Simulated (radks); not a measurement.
The numbers below are computed, except where a source is named.
Problem. Ionisation of neutral boron, [He] 2s2 2p1, to B+, [He] 2s2, under several functionals. Non-relativistic Kohn-Sham, spin-unpolarised, spherical densities, point nucleus; a radial shooting solver on a logarithmic mesh with Libxc functionals. The NIST Atomic Spectra Database gives 8.298 eV (measured). Rank these functionals by the error of their Delta-SCF ionisation energy: LDA (Slater exchange, Perdew-Zunger correlation); XLYP; exchange-only B88; exchange-only PBE; PBEsol; exchange-only LDA; LDA (Slater exchange, VWN5 correlation); AM05; PW91.

Solution. From best to worst: LDA (Slater exchange, VWN5 correlation) 8.325 eV (+0.027); PW91 8.270 eV (-0.028); LDA (Slater exchange, Perdew-Zunger correlation) 8.329 eV (+0.031); XLYP 8.219 eV (-0.079); PBEsol 8.142 eV (-0.156); AM05 8.123 eV (-0.175); exchange-only PBE 7.530 eV (-0.768); exchange-only B88 7.485 eV (-0.814); exchange-only LDA 7.196 eV (-1.102). Spin polarisation and multiplet splitting are left out, so open shells lie too high by an amount that depends on their filling.

Beside tabulated values, note that spin-unpolarised runs miss the spin-polarisation part of the exchange energy of open shells.
